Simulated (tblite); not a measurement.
C₄H₉BS₂.
SMILES with atom numbers: `[BH2:1][CH:2]=[C:3]([S:4][CH3:5])[S:6][CH3:7]` (hydrogens: H8, H9 on B1; H10 on C2; H11, H12, H13 on C5; H14, H15, H16 on C7)

Computed with GFN2-xTB (tblite), gas phase: L-BFGS steps from a force-field or distance-geometry start until the largest atomic force falls under 0.01 eV/Å.

Step 48: E = -566.7988 eV
```
atom  x, y, z in Å  |  force x, y, z in eV/Å
B1     -1.1825   -2.5087    0.5051    0.028   0.009   0.009
C2     -1.0497   -1.0503    0.0946    0.023   0.002  -0.011
C3      0.0854   -0.3138    0.1487    0.000   0.017   0.045
S4      1.6208   -1.0291    0.6176   -0.015  -0.003  -0.023
C5      2.8174    0.3318    0.4555   -0.006   0.013  -0.004
S6      0.1666    1.4123   -0.2233    0.014  -0.039  -0.004
C7     -1.5673    1.9319   -0.1810   -0.005   0.006  -0.010
H8     -0.2761   -3.0719    0.9852    0.009  -0.006  -0.012
H9     -2.2079   -3.0518    0.3564   -0.018  -0.001  -0.006
H10    -1.9272   -0.5328   -0.2738   -0.006  -0.006   0.031
H11     2.8454    0.6773   -0.5732    0.013  -0.002  -0.006
H12     2.5566    1.1479    1.1221    0.006  -0.017   0.018
H13     3.7768   -0.0927    0.7357   -0.026   0.005  -0.004
H14    -1.5422    3.0170   -0.2149   -0.003   0.006   0.000
H15    -2.1022    1.5477   -1.0447   -0.005   0.009  -0.010
H16    -2.0214    1.5942    0.7462   -0.010   0.007  -0.011
```

Step 49: E = -566.7991 eV
```
atom  x, y, z in Å  |  force x, y, z in eV/Å
B1     -1.1827   -2.5103    0.5043    0.020   0.012   0.012
C2     -1.0487   -1.0517    0.0948    0.008  -0.004  -0.012
C3      0.0863   -0.3149    0.1468   -0.011   0.012   0.050
S4      1.6205   -1.0285    0.6189    0.011   0.000  -0.023
C5      2.8168    0.3335    0.4572   -0.007   0.008  -0.005
S6      0.1667    1.4102   -0.2267    0.006  -0.015  -0.002
C7     -1.5670    1.9326   -0.1825    0.002  -0.001  -0.010
H8     -0.2745   -3.0797    0.9726    0.020  -0.006  -0.009
H9     -2.2127   -3.0484    0.3687   -0.017   0.002  -0.012
H10    -1.9268   -0.5337   -0.2714   -0.009  -0.003   0.028
H11     2.8437    0.6820   -0.5704    0.008  -0.004  -0.008
H12     2.5588    1.1477    1.1270   -0.002  -0.015   0.018
H13     3.7766   -0.0917    0.7341   -0.017  -0.002  -0.001
H14    -1.5409    3.0178   -0.2166    0.001  -0.001  -0.003
H15    -2.1026    1.5482   -1.0457   -0.007   0.011  -0.011
H16    -2.0213    1.5959    0.7450   -0.005   0.006  -0.012
```

**Question.** Estimate the geometry and energy of step 50. (The exact step hangs on the optimiser's Hessian estimate; all steps are aligned on step 49, rigid shifts and turns removed.)

**Answer.** E = -566.7994 eV, largest force 0.047 eV/Å
```
atom  x, y, z in Å  |  force x, y, z in eV/Å
B1     -1.1824   -2.5111    0.5041    0.022   0.021   0.009
C2     -1.0480   -1.0522    0.0956   -0.006  -0.010  -0.004
C3      0.0865   -0.3151    0.1469   -0.017   0.006   0.043
S4      1.6202   -1.0284    0.6187    0.029   0.002  -0.023
C5      2.8161    0.3344    0.4580   -0.007   0.000  -0.004
S6      0.1671    1.4087   -0.2288   -0.003   0.009   0.001
C7     -1.5667    1.9333   -0.1840    0.007  -0.005  -0.010
H8     -0.2741   -3.0849    0.9645    0.042  -0.009   0.000
H9     -2.2136   -3.0467    0.3754   -0.040  -0.004  -0.018
H10    -1.9274   -0.5342   -0.2671   -0.009   0.001   0.023
H11     2.8432    0.6848   -0.5689    0.001  -0.002  -0.008
H12     2.5595    1.1468    1.1305   -0.008  -0.010   0.015
H13     3.7759   -0.0912    0.7330   -0.006  -0.009   0.003
H14    -1.5403    3.0187   -0.2176    0.005  -0.006  -0.006
H15    -2.1022    1.5490   -1.0472   -0.009   0.013  -0.011
H16    -2.0214    1.5970    0.7434   -0.003   0.004  -0.012
```

The energy changes by -0.0002 eV. The first-order estimate −F·Δx gives -0.0003 eV and the mean of the old and new forces, exact on a quadratic surface, -0.0002 eV. The step makes an angle of 75° with the force vector and moves no atom by more than 0.010 Å.

What follows is the cost of the whole relaxation. Hardware: one thread, Arm Neoverse V2 (aarch64), shared host with 192 logical CPUs at a one-minute load of 67. Cost: 0.62 s.
